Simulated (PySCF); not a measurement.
**Polarisability and C₆ of In³⁺ (indium, charge +3)**

[Kr] 4d10, closed-shell 1S. Computed with PySCF 2.14 in aug-cc-pwCVTZ-PP with ECP28MDF (8s7p6d4f1g, 96 functions), with a scalar-relativistic core potential. Coupled (time-dependent) response in atomic units; α is the mean over directions.

```json
{"method": "UHF", "mean α (bohr³)": "3.136", "C₆ (like pair)": "13.36", "S(−4)": "1.424"}
{"method": "PBE", "mean α (bohr³)": "3.494", "C₆ (like pair)": "15.16", "S(−4)": "2.009"}
{"method": "PBE0", "mean α (bohr³)": "3.374", "C₆ (like pair)": "14.56", "S(−4)": "1.793"}
{"method": "wB97X", "mean α (bohr³)": "3.388", "C₆ (like pair)": "14.61", "S(−4)": "1.814"}
{"method": "B97-3", "mean α (bohr³)": "3.356", "C₆ (like pair)": "14.46", "S(−4)": "1.765"}
```

S(−4) is the Cauchy moment in α(ω) = α(0) + S(−4) ω² + …

α(iu) at B97-3:

```
u (hartree)  α(iu) (bohr³)
          0          3.356
     0.0500          3.352
      0.100          3.338
      0.200          3.288
      0.300          3.209
      0.500          2.993
      0.750          2.678
       1.00          2.370
       1.50          1.847
       2.00          1.454
       3.00         0.9418
       5.00         0.4636
```

A single London oscillator, α(iu) = α/(1 + u²/ω²), gives C₆ = (3/4) ω α². Matching the computed C₆ needs ω = 4 × 14.46 / (3 × 3.356²) = 1.71 hartree.

For an ion, C₆ is the dispersion term alone; charge-induced terms of lower order in 1/R come first.

Energies and moments cover only the electrons outside the core potential.
